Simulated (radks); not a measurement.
Values are calculated unless marked as measured or tabulated.
All-electron atom: Au10+ in [Xe] 4f14 5d1. Level of theory: scalar-relativistic Kohn-Sham, PBEsol, spin-polarised, spherical densities, finite nucleus; open shells are filled with parallel spins first (spin-orbit coupling, left out, can overturn this in heavy ions); Fermi nuclear charge, rms radius 5.4371 fm (a radial shooting solver on a logarithmic mesh with Libxc functionals).

Unscreened Slater integrals over Kohn-Sham orbitals (cm^-1). They are taken over the spin-up orbitals. Empty in this configuration: 6s.

F0(5d,5d): 167300
F2(5d,5d): 90269
F4(5d,5d): 61709
F0(5d,5p): 180170
F2(5d,5p): 94886
G1(5d,5p): 117010
G3(5d,5p): 74071
F0(5d,4f): 209690
F2(5d,4f): 57747
F4(5d,4f): 28522
G1(5d,4f): 19182
G3(5d,4f): 18902
G5(5d,4f): 15384
F0(5d,5s): 187000
G2(5d,5s): 82012
F0(5d,6s): 129660
G2(5d,6s): 25681
F0(5p,5p): 197870
F2(5p,5p): 107890
F0(5p,4f): 241260
F2(5p,4f): 77920
G2(5p,4f): 29139
G4(5p,4f): 25134
F0(5p,5s): 207920
G1(5p,5s): 140490
F0(5p,6s): 134560
G1(5p,6s): 13818
F0(4f,4f): 407330
F2(4f,4f): 203240
F4(4f,4f): 129610
F6(4f,4f): 93868
F0(4f,5s): 263480
G3(4f,5s): 36139
F0(4f,6s): 148250
G3(4f,6s): 7052.3
F0(5s,5s): 220400
F0(5s,6s): 137290
G0(5s,6s): 8756.5
F0(6s,6s): 113340

Derived for the open shells (J is the average intra-shell exchange parameter used in DFT+U). 5d: Racah B = F2/49 - 5 F4/441 = 1143 cm^-1, C = 35 F4/441 = 4898 cm^-1, C/B = 4.29, F4/F2 = 0.684, J = (F2 + F4)/14 = 10860 cm^-1.
